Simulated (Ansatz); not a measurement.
The cluster Be₄S₄⁺, relaxed as a doublet with UKS PBE-D4/def2-SVP in Ansatz, starting from the GFN1-xTB geometry. Force threshold 0.02 eV/Å.

Another isomer (doublet) lies 0.12 eV lower at PBE0-D4/def2-TZVP; other spin states weren't run for this one.

Start:

```xyz
8

Be    0.7871    1.9517   -0.0054
Be   -0.3805   -0.5721    1.5806
Be   -1.0158   -0.3210   -1.3493
Be    1.2854   -0.3071   -0.3095
S    -0.3092   -1.8474   -0.0881
S     0.4709    0.9821   -1.7050
S     1.1651    0.7081    1.4900
S    -2.0031   -0.5942    0.3867
```

```json
{"step": "1", "energy (eV)": "-44908.6863", "largest force component (eV/Å)": "2.536", "SCF passes": "23"}
{"step": "2", "energy (eV)": "-44909.6132", "largest force component (eV/Å)": "2.327", "SCF passes": "32"}
{"step": "3", "energy (eV)": "-44910.6626", "largest force component (eV/Å)": "1.527", "SCF passes": "29"}
{"step": "4", "energy (eV)": "-44911.1245", "largest force component (eV/Å)": "0.418", "SCF passes": "23"}
{"step": "5", "energy (eV)": "-44911.1750", "largest force component (eV/Å)": "0.323", "SCF passes": "25"}
{"step": "6", "energy (eV)": "-44911.1826", "largest force component (eV/Å)": "0.234", "SCF passes": "20"}
{"step": "7", "energy (eV)": "-44911.1921", "largest force component (eV/Å)": "0.031", "SCF passes": "20"}
{"step": "8", "energy (eV)": "-44911.1924", "largest force component (eV/Å)": "0.024", "SCF passes": "19"}
{"step": "9", "energy (eV)": "-44911.1926", "largest force component (eV/Å)": "0.010", "SCF passes": "15"}
```

Force components are those of the run's own axes.

End:

```xyz
8

Be    0.462    1.696    0.044
Be   -0.408   -0.552    1.270
Be   -0.915   -0.353   -1.059
Be    1.293   -0.344   -0.311
S     0.076   -2.001   -0.187
S     0.498    0.985   -1.786
S     1.226    0.701    1.554
S    -2.233   -0.133    0.476
```

Bonds lost: S5–S8 (atoms count from 1). The end is the same structure that another start reached.

No frequencies were taken in this run, so the end may be a saddle point.

Run time 10 s (4 threads of Intel Xeon Platinum 8488C on a shared host).
